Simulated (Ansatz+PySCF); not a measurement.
**singlet BeO: levels of theory in one basis**

```xyz
2

Be    0.0000    0.0000   -1.2492
O     0.0000    0.0000    0.6246
```

Basis set: STO-3G (spherical functions). Frozen core: 1 orbital. Charge 0, multiplicity 1.

Computed with Ansatz (development build ahead of 0.2.0); each method stands on the lowest determinant of its kind that the runs found.

```csv
method,E − E(RHF) (eV),<S²> of the determinant
RHF,0.00,0.00
UHF,-3.44,1.01
RHF-MP2,-1.96,–
UHF-MP2,-4.49,1.01
RHF-CCSD,-4.22,–
UHF-CCSD,-5.03,1.01
RHF-CCSD(T),-4.69,–
UHF-CCSD(T),-5.24,1.01
```

(1) What does full CI (lowest root of this spin) give on the same scale?

(2) Is a single determinant a sound starting point here?

## Answers

(1) -5.10 eV.

Unrestricted totals that lie under full CI have fallen onto a higher spin multiplicity. At such a shape the full CI root can have another spatial symmetry than the determinants, so the rows needn't describe one state.

(2) It is doubtful. Unrestricted orbitals lower Hartree–Fock by 3.44 eV and <S²> is 1.01 where a pure state has 0.00, a sign of strong static correlation.

Caution: another spin multiplicity may lie lower. Caution for RHF, RHF-MP2, RHF-CCSD, RHF-CCSD(T): an unrestricted determinant lies well below. Caution for UHF, UHF-MP2, UHF-CCSD, UHF-CCSD(T): the unrestricted determinant is a mixture of spin states. Caution for RHF-MP2, UHF-MP2, RHF-CCSD, UHF-CCSD, RHF-CCSD(T), UHF-CCSD(T): large share of triples, a single reference is doubtful. Caution for RHF-MP2, RHF-CCSD, UHF-CCSD, RHF-CCSD(T), UHF-CCSD(T): the program doubts this total. Caution for UHF-MP2, UHF-CCSD, UHF-CCSD(T): a plain start can end on a higher determinant. Caution for RHF-CCSD, RHF-CCSD(T): the program finds a lower state of this spin.
